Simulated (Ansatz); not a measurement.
Isolated molecules relaxed with PBE0-D4/def2-TZVP in Ansatz; ΔE leaves out vibrations. CCSD(T)/CBS is the MP2 limit (def2-TZVPP, def2-QZVPP) plus CCSD(T) − MP2 in def2-TZVPP, frozen cores. This one scheme is used for every species. DFT in def2-TZVPP. B3LYP here is the variant with VWN-RPA as its local correlation; programs differ in this. For Ge outer-core shells are correlated without core-valence functions, which leaves a few kJ/mol of doubt a bond. Scalar relativity is left out up to krypton. Each species was taken in one conformer, which may not be the lowest.

`N=[C](F)[GeH3]` + `C=C(N)O` → `C=C(N)[O][GeH3]` + `N=CF`  (ligand exchange at a Ge–C bond)

```csv
level,ΔE (kJ/mol),difference from CCSD(T)/CBS
PBE-D4,-30.7,9.7
r2SCAN-D4,-35.5,4.9
PBE0-D4,-34.0,6.4
B3LYP-D4,-41.4,-1.0
ωB97X-V,-39.9,0.5
B2PLYP,-41.5,-1.1
PBE,-27.8,12.6
r2SCAN,-34.6,5.8
B3LYP,-36.9,3.5
MP2/def2-TZVPP,-45.7,-5.3
SCS-MP2/def2-TZVPP,-49.0,-8.6
HF/def2-QZVPP,-52.9,-12.5
SCS-MP2/def2-QZVPP,-46.9,-6.5
HF/CBS(def2),-52.9,-12.5
MP2/CBS(def2),-41.7,-1.3
CCSD/CBS(def2),-41.1,-0.7
CCSD(T)/CBS,-40.4,0
```

Largest T1 diagnostic among the species: 0.013.

The D4 term adds −4.5 kJ/mol with B3LYP and −2.6 kJ/mol with PBE0; it sums over pairs of atoms, weighted by their polarisabilities, and B3LYP, whose exchange is more repulsive, gets the larger term. From PBE to PBE0 (25 % exact exchange), in def2-TZVPP and without D4, ΔE moves by −3.6 kJ/mol. In def2-TZVPP, CCSD(T) changes the Hartree–Fock value by +8.2 kJ/mol (the triples alone add +0.7 kJ/mol) and MP2 by +6.9 kJ/mol.
